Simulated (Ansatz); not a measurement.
Born–Oppenheimer molecular dynamics of a periodic cell of 12 atoms, HF (contents 6 HF, density as packed 0.89 g/cm³ with natural masses). It starts from a partly relaxed structure (largest force component 0.27 eV/Å).

These are results of DFT PBE-D3(BJ), scalar-relativistic, plane waves, PAW in Ansatz, not measurements. Settings: cutoff 420 eV, k mesh 1x1x1, fermi-dirac smearing 0.05 eV, no spin polarisation.

* ensemble: NVT, Langevin thermostat
* time step: 0.5 fs
* steps asked: 300
* set temperature: 500 K
* friction: 0.02 /fs
* seed: 541327

Frames 10 fs apart, positions in Å, forces in eV/Å.

Velocities at 15.0 fs (Å/ps):

```
F -0.82 3.41 -9.27
H -7.07 14.28 22.97
F -0.74 -0.11 4.12
H -35.18 1.16 -9.95
F -0.80 -3.14 -0.60
H -11.35 23.38 24.73
F 3.75 -5.79 1.94
H 22.59 -34.50 -16.85
F 3.05 4.25 2.95
H 8.88 24.86 -1.02
F -1.86 -5.81 5.63
H -17.43 -5.46 11.93
```

```xyz
12
Lattice="6.0768 0.0000 0.0000 0.0000 6.0768 0.0000 0.0000 0.0000 6.0768" Properties=species:S:1:pos:R:3:forces:R:3 time_fs=15.0 energy_less_start_eV=0.290 T=401
F 5.495 1.238 4.369 -0.96 -0.53 1.04
H 6.227 1.630 3.894 0.89 0.10 -0.67
F 6.136 5.630 0.044 0.11 -0.18 0.16
H 5.878 6.291 -0.616 -0.16 0.41 -0.48
F 4.803 5.287 2.191 -0.05 0.34 0.13
H 5.280 5.383 1.367 0.14 -0.12 -0.16
F 1.190 1.942 2.945 0.31 0.23 0.17
H 2.060 1.489 2.756 -0.63 0.27 -0.12
F 2.409 4.364 6.500 -0.97 0.62 -0.65
H 1.654 4.846 6.126 1.00 -0.68 0.67
F 3.015 0.927 1.936 0.75 -0.05 -0.16
H 3.852 0.467 2.146 -0.43 -0.41 0.07
12
Lattice="6.0768 0.0000 0.0000 0.0000 6.0768 0.0000 0.0000 0.0000 6.0768" Properties=species:S:1:pos:R:3:forces:R:3 time_fs=25.0 energy_less_start_eV=0.306 T=297
F 5.490 1.258 4.308 -0.20 -0.35 0.70
H 6.296 1.576 3.828 -0.11 -0.27 -0.12
F 6.142 5.642 0.080 0.31 -0.52 0.54
H 5.798 6.231 -0.580 -0.33 0.98 -1.04
F 4.795 5.261 2.162 0.29 0.25 -0.30
H 5.306 5.415 1.335 -0.38 -0.17 0.54
F 1.237 1.897 2.973 -0.06 0.41 0.09
H 1.996 1.335 2.654 -0.09 0.24 0.01
F 2.448 4.397 6.538 -0.72 0.73 -0.77
H 1.825 4.961 6.064 0.73 -0.84 0.81
F 3.016 0.860 1.947 0.80 -0.49 0.04
H 3.720 0.235 2.271 -0.25 0.03 -0.50
12
Lattice="6.0768 0.0000 0.0000 0.0000 6.0768 0.0000 0.0000 0.0000 6.0768" Properties=species:S:1:pos:R:3:forces:R:3 time_fs=35.0 energy_less_start_eV=0.410 T=387
F 5.508 1.276 4.286 0.56 -0.88 0.39
H 6.342 1.361 3.676 -1.08 0.28 0.71
F 6.156 5.681 0.087 0.05 0.41 -0.61
H 5.973 6.334 -0.639 -0.49 0.09 0.05
F 4.778 5.227 2.116 0.36 -0.13 -0.73
H 5.193 5.377 1.223 -0.14 -0.13 0.78
F 1.254 1.853 3.051 0.67 0.03 -0.50
H 1.931 1.255 2.634 0.38 0.18 -0.18
F 2.476 4.428 6.567 -0.06 0.11 -0.38
H 1.944 4.938 5.977 0.06 -0.27 0.47
F 3.062 0.763 1.910 -0.03 -0.53 0.27
H 3.640 -0.055 2.107 -0.27 0.84 -0.27
12
Lattice="6.0768 0.0000 0.0000 0.0000 6.0768 0.0000 0.0000 0.0000 6.0768" Properties=species:S:1:pos:R:3:forces:R:3 time_fs=45.0 energy_less_start_eV=0.460 T=382
F 5.535 1.256 4.296 -0.43 -0.60 0.30
H 6.245 1.366 3.568 -0.53 -0.13 1.04
F 6.182 5.738 0.007 -0.42 0.73 -0.58
H 5.875 6.423 -0.707 0.27 -0.47 0.31
F 4.775 5.182 2.104 0.94 -0.15 -1.25
H 5.274 5.375 1.258 -0.29 -0.29 0.84
F 1.270 1.812 3.124 1.15 0.52 -0.84
H 1.978 1.370 2.608 0.16 -0.39 -0.10
F 2.504 4.473 6.611 -0.28 0.18 -0.42
H 1.878 5.014 6.144 0.14 -0.32 0.39
F 3.088 0.683 1.849 -0.50 0.30 -0.15
H 3.589 -0.182 1.838 -0.21 0.61 0.47
12
Lattice="6.0768 0.0000 0.0000 0.0000 6.0768 0.0000 0.0000 0.0000 6.0768" Properties=species:S:1:pos:R:3:forces:R:3 time_fs=55.0 energy_less_start_eV=0.458 T=411
F 5.517 1.240 4.331 -0.84 -0.05 0.27
H 6.317 1.370 3.757 -0.31 0.03 0.22
F 6.202 5.820 -0.085 0.12 -0.29 0.86
H 5.825 6.516 -0.697 0.17 -0.13 -0.23
F 4.801 5.131 2.114 0.42 -0.40 0.29
H 5.447 5.380 1.462 -0.02 0.04 -0.55
F 1.286 1.826 3.160 0.47 0.80 -0.28
H 1.842 1.364 2.541 0.84 -0.61 -0.38
F 2.506 4.499 6.670 -0.03 -0.26 -0.05
H 1.831 5.112 6.449 -0.22 0.06 -0.22
F 3.067 0.641 1.800 -1.22 1.60 -0.12
H 3.561 -0.162 1.877 0.61 -0.78 0.20
12
Lattice="6.0768 0.0000 0.0000 0.0000 6.0768 0.0000 0.0000 0.0000 6.0768" Properties=species:S:1:pos:R:3:forces:R:3 time_fs=65.0 energy_less_start_eV=0.565 T=385
F 5.455 1.220 4.381 0.25 0.95 -0.87
H 6.370 1.514 4.032 -0.85 -0.30 -0.30
F 6.213 5.897 -0.118 0.15 -0.73 0.81
H 5.759 6.440 -0.873 0.35 -0.38 0.88
F 4.874 5.053 2.123 0.74 0.26 -0.44
H 5.521 5.261 1.428 -0.74 -0.02 0.12
F 1.323 1.818 3.162 0.01 0.33 0.18
H 1.938 1.206 2.735 0.43 -0.06 -0.28
F 2.490 4.490 6.760 0.74 -1.04 0.11
H 1.804 5.084 6.628 -0.97 0.82 -0.47
F 3.037 0.671 1.766 -1.00 1.19 0.09
H 3.662 0.000 1.976 0.87 -1.00 0.16
12
Lattice="6.0768 0.0000 0.0000 0.0000 6.0768 0.0000 0.0000 0.0000 6.0768" Properties=species:S:1:pos:R:3:forces:R:3 time_fs=75.0 energy_less_start_eV=0.534 T=648
F 5.393 1.254 4.376 0.64 0.79 -0.34
H 6.268 1.647 4.072 -0.67 -0.71 -0.27
F 6.196 5.911 -0.030 -0.30 -0.39 0.35
H 5.721 6.461 -0.734 0.46 -0.16 0.24
F 4.940 5.015 2.129 0.24 0.68 -1.42
H 5.293 5.228 1.227 -0.19 -0.26 1.21
F 1.410 1.806 3.157 -0.45 0.39 0.72
H 2.119 1.205 2.882 -0.10 0.15 -0.46
F 2.443 4.496 6.809 -1.06 0.27 -0.61
H 1.663 4.949 6.466 0.92 -0.43 0.37
F 2.965 0.733 1.750 -0.10 0.54 0.06
H 3.671 0.150 1.968 0.62 -0.86 0.16
12
Lattice="6.0768 0.0000 0.0000 0.0000 6.0768 0.0000 0.0000 0.0000 6.0768" Properties=species:S:1:pos:R:3:forces:R:3 time_fs=85.0 energy_less_start_eV=0.664 T=516
F 5.322 1.338 4.345 1.27 -0.20 -0.47
H 6.130 1.477 3.778 -0.54 0.02 0.46
F 6.169 5.896 0.124 0.25 -0.06 -0.32
H 5.903 6.447 -0.636 -0.37 0.22 -0.13
F 5.003 5.024 2.150 -0.28 0.46 -1.14
H 5.276 5.164 1.217 -0.06 -0.13 1.22
F 1.508 1.823 3.164 -1.26 0.77 1.20
H 2.260 1.387 2.724 -0.34 -0.05 0.07
F 2.383 4.501 6.821 -1.44 0.72 -1.20
H 1.655 4.953 6.330 1.42 -0.84 1.12
F 2.894 0.801 1.769 1.64 -0.87 -1.01
H 3.604 0.154 1.890 -0.27 -0.03 0.19
12
Lattice="6.0768 0.0000 0.0000 0.0000 6.0768 0.0000 0.0000 0.0000 6.0768" Properties=species:S:1:pos:R:3:forces:R:3 time_fs=95.0 energy_less_start_eV=0.722 T=302
F 5.299 1.418 4.319 1.11 -0.12 -0.59
H 6.023 1.568 3.655 -0.51 -0.13 1.00
F 6.171 5.894 0.210 0.65 0.00 -0.38
H 5.947 6.524 -0.473 -0.51 0.43 -0.64
F 5.046 5.043 2.187 -0.02 0.05 -0.67
H 5.500 5.130 1.329 -0.70 0.06 1.12
F 1.538 1.871 3.243 -1.34 0.81 1.15
H 2.171 1.464 2.645 -0.03 -0.19 0.06
F 2.328 4.508 6.776 -0.85 0.59 -0.84
H 1.660 4.999 6.269 0.94 -0.69 0.85
F 2.885 0.860 1.750 1.22 -0.71 -1.22
H 3.412 0.068 1.854 0.04 -0.10 0.15
12
Lattice="6.0768 0.0000 0.0000 0.0000 6.0768 0.0000 0.0000 0.0000 6.0768" Properties=species:S:1:pos:R:3:forces:R:3 time_fs=105.0 energy_less_start_eV=0.587 T=398
F 5.310 1.462 4.296 1.31 0.39 -0.06
H 6.121 1.831 3.837 -1.01 -0.84 0.52
F 6.196 5.909 0.251 0.42 0.40 -0.80
H 5.929 6.564 -0.406 -0.33 0.05 -0.33
F 5.063 5.069 2.236 -0.24 -0.28 0.24
H 5.584 5.144 1.446 -0.41 0.18 0.30
F 1.502 1.935 3.353 -0.25 0.46 0.29
H 2.031 1.557 2.636 0.05 -0.24 0.03
F 2.279 4.541 6.790 -0.20 0.06 -0.28
H 1.593 4.953 6.273 0.36 -0.11 0.37
F 2.945 0.889 1.718 0.26 -0.17 -0.22
H 3.171 -0.035 1.806 0.02 0.10 -0.06
12
Lattice="6.0768 0.0000 0.0000 0.0000 6.0768 0.0000 0.0000 0.0000 6.0768" Properties=species:S:1:pos:R:3:forces:R:3 time_fs=115.0 energy_less_start_eV=0.619 T=435
F 5.362 1.457 4.253 0.25 0.15 0.69
H 6.165 1.945 3.994 -0.55 -0.77 -0.14
F 6.209 5.947 0.260 0.13 0.11 -0.20
H 5.811 6.510 -0.403 -0.16 0.37 -0.68
F 5.053 5.096 2.300 -1.26 -0.83 1.88
H 5.544 5.345 1.579 0.86 0.65 -1.50
F 1.482 2.004 3.451 0.61 0.38 -0.14
H 2.030 1.633 2.752 0.03 -0.19 -0.04
F 2.242 4.597 6.797 0.88 -0.36 0.42
H 1.464 4.974 6.452 -0.55 0.39 -0.38
F 3.049 0.906 1.694 -0.14 -0.78 0.00
H 3.061 -0.064 1.590 -0.10 0.88 0.09
12
Lattice="6.0768 0.0000 0.0000 0.0000 6.0768 0.0000 0.0000 0.0000 6.0768" Properties=species:S:1:pos:R:3:forces:R:3 time_fs=125.0 energy_less_start_eV=0.604 T=477
F 5.397 1.487 4.264 0.06 -0.24 0.48
H 6.247 1.819 3.905 -0.51 -0.45 0.12
F 6.213 5.977 0.206 0.12 -0.21 0.50
H 5.807 6.400 -0.534 -0.38 0.82 -1.08
F 5.032 5.121 2.365 -0.55 -1.07 1.44
H 5.385 5.595 1.672 0.51 0.83 -1.21
F 1.499 2.047 3.503 1.34 -0.30 -0.76
H 2.099 1.508 2.937 -0.43 0.55 0.22
F 2.179 4.641 6.766 0.73 0.13 0.33
H 1.362 4.980 6.445 -0.42 0.12 -0.27
F 3.174 0.899 1.721 -1.17 -1.40 -0.56
H 2.829 0.044 1.319 0.69 1.23 0.78
```

Of the whole run (150 fs, mean temperature of the second half 468 K): A run of 0.15 ps of so small a system gives no equilibrium averages. Limits of this set-up: coarse k mesh.

Time of the run: 4.8 min on 1 thread of Arm Neoverse V1 (shared host), peak memory 0.34 GiB.
